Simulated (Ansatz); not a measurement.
Gas-phase electronic energies from Ansatz, PBE0-D4/def2-TZVP geometries. CBS: MP2 limit from def2 TZ/QZ plus the TZ coupled-cluster correction, frozen cores. This one scheme is used for every species. Functionals use def2-TZVPP. Each species was taken in one conformer, which may not be the lowest.

Consider the cleavage of the Al–Si bond: `F[SiH2][AlH2]` + `N[SiH2]O[SiH3]` → `[AlH2][NH][SiH2]O[SiH3]` + `F[SiH3]`.

CCSD(T)/CBS gives -119.7 kJ/mol.

(1) Another level gave -116.1 kJ/mol. Which?
A. PBE0/def2-TZVPP
B. r2SCAN0-D4/def2-TZVPP
C. CCSD/def2-TZVPP
D. revPBE/def2-TZVPP

Largest T1 diagnostic among the species: 0.012.

## Answers

(1) B. r2SCAN0-D4 -116.1, PBE0 -100.4, revPBE -92.8, CCSD/def2-TZVPP -120.9 kJ/mol.

Leaving LDA and LC-ωPBE aside and taking each functional with its dispersion term where it has one, the values, not all of them listed here, spread over 23.8 kJ/mol, from BHLYP-D4 to PBE-D4. LDA lies −5.4 kJ/mol from PBE without D4. From BLYP to BHLYP (50 % exact exchange), in def2-TZVPP and without D4, ΔE moves by −9.9 kJ/mol. At CCSD(T), def2-SVP lies −9.4 kJ/mol from the extrapolated value and def2-TZVPP −2.0 kJ/mol.
